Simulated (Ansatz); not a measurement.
Stepwise reaction of `[NH2][Zn][NH2]` with hydrogen, as a gas-phase model of exchange steps in deposition or etching. ΔE in kJ/mol; ΔG adds harmonic PBE0-D4 terms to CCSD(T)/CBS, at 1 bar.

Program: Ansatz. Geometries: PBE0-D4/def2-TZVP. ΔE: electronic, gas phase. CCSD(T)/CBS is the MP2 limit (def2-TZVPP, def2-QZVPP) plus CCSD(T) − MP2 in def2-TZVPP, frozen cores. This one scheme is used for every species. Functionals use def2-TZVPP. B3LYP here is the variant with VWN-RPA as its local correlation; programs differ in this. For Zn outer-core shells are correlated without core-valence functions, which leaves a few kJ/mol of doubt a bond. Scalar relativity is left out up to krypton. One conformer a species, not always the lowest.

```tsv
step	reaction	PBE-D4	B3LYP-D4	ωB97M-V	CCSD(T)/CBS	ΔG(500 K)
1	`[NH2][Zn][NH2]` + H₂ → `[NH2][ZnH]` + NH₃	-9.5	-12.3	-13.7	-4.3	-5.8
```

Problem. Give the row of step 2, `[NH2][ZnH]` + H₂ → `[ZnH2]` + NH₃. (Estimate.)

Solution. Computed: 
| step | reaction | PBE-D4 | B3LYP-D4 | ωB97M-V | CCSD(T)/CBS | ΔG(500 K) |
| --- | --- | --- | --- | --- | --- | --- |
| 2 | `[NH2][ZnH]` + H₂ → `[ZnH2]` + NH₃ | 1.2 | -2.0 | -3.2 | 5.4 | 17.5 |

Problem. By hand: ΔE of the 2 steps together at CCSD(T)/CBS.

Solution. (-4.3) + (5.4) = 1.1 kJ/mol, or 0.6 kJ/mol a step.

In ΔE each step is higher than the one before. ΔG lies between -5.8 and 17.5 kJ/mol a step. PBE-D4 differs from CCSD(T)/CBS by -5.2 to -4.2 kJ/mol a step. Isolated molecules leave out the surface, adducts and barriers. Largest T1 diagnostic: 0.016.
